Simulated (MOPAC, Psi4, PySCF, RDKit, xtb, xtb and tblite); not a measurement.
Two geometries of SMILES C(C#C)CB (C4H7B), relaxed at GFN2-xTB with one dihedral held; other torsions can differ between them too.

Structure A

```
12

B      2.1364    -0.3183    -0.0300
C      0.5958    -0.5873     0.0712
C     -0.3153     0.4485    -0.6106
C     -1.7142     0.1687    -0.3583
C     -2.8583    -0.0949    -0.1266
H      2.5428     0.7766    -0.0979
H      2.8897    -1.2099     0.0386
H      0.3697    -0.5820     1.1456
H      0.3110    -1.5840    -0.2751
H     -0.0821     1.4520    -0.2434
H     -0.1422     0.4345    -1.6905
H     -3.8662    -0.3113     0.0668
```

Structure B

```
12

B     -2.1328    -0.2981    -0.0486
C     -0.5989    -0.5528     0.1398
C     -0.1572    -2.0192     0.2672
C      1.2780    -2.1262     0.4355
C      2.4660    -2.1722     0.5727
H     -2.5125     0.8035    -0.1498
H     -2.8995    -1.1803    -0.0900
H     -0.0538    -0.0943    -0.6932
H     -0.2491    -0.0041     1.0216
H     -0.4500    -2.5746    -0.6284
H     -0.6491    -2.4820     1.1275
H      3.5063    -2.2301     0.6936
```

Question: Which is lower in energy at the level Psi4 with DF-MP2 (frozen core)/cc-pVTZ // GFN2-xTB, and by how much?

Answer: B is lower, by 1.49 kJ/mol (dihedral H6–B1–C2–C3: 30° in A, 180° in B).

E(B) − E(A) in kJ/mol at the other levels, on the same two geometries: GFN2-xTB (xtb and tblite) -1.46; PBE/def2-TZVP // GFN2-xTB (Psi4) -1.89; PBE-D3(BJ)/def2-TZVP // GFN2-xTB (Psi4) -1.89; HF/cc-pVTZ // GFN2-xTB (Psi4) -1.66; UFF // GFN2-xTB (RDKit) -4.77; PM3, restricted, heats of formation // GFN2-xTB (MOPAC) -2.22; PM7, restricted, heats of formation // GFN2-xTB (MOPAC) -2.05; GFN1-xTB // GFN2-xTB (xtb) -0.70; restricted B3LYP/6-31G*, spherical d // GFN2-xTB (PySCF) -1.42; restricted M06-2X/6-31G*, spherical d // GFN2-xTB (PySCF) -1.49; restricted BP86/6-31G*, spherical d // GFN2-xTB (PySCF) -1.48; restricted B3LYP/3-21G // GFN2-xTB (PySCF) -1.80.
